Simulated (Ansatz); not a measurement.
Na3I4⁻. Charge -1, multiplicity 1. Geometry r2SCAN-D4/def2-SVPD; atoms count from 1.

```xyz
7

Na    0.0686    1.8178   -3.0598
Na   -0.0874   -2.2053    1.2902
Na    0.0776    1.6925    0.4703
I     0.0462    0.2882    3.0260
I     0.1624    4.1481   -1.3721
I    -0.2409   -5.0875    1.2367
I    -0.0266   -0.6538   -1.5912
```

In the def2 sets I takes a core potential; there is no spin–orbit coupling. Another isomer (singlet) lies 0.59 eV lower at PBE0-D4/def2-TZVPD; other spin states weren't run for this one.

Estimate the Mulliken populations from the PBE0/def2-TZVPD orbitals of Ansatz.


```tsv
atom	charge (e)
Na1	0.35
Na2	0.33
Na3	0.47
I4	-0.56
I5	-0.57
I6	-0.65
I7	-0.37
```
Mulliken values and Mayer orders depend strongly on the basis. With diffuse functions, as here, like atoms can get unlike values, and bond orders can come out too low or too high.

And the Mayer bond orders between bonded heavy atoms (over 0.3)?

Na1–I5 0.53 (2.88 Å); Na1–I7 0.51 (2.88 Å); Na2–I4 0.33 (3.04 Å); Na2–I6 0.55 (2.89 Å); Na3–I4 0.42 (2.92 Å).
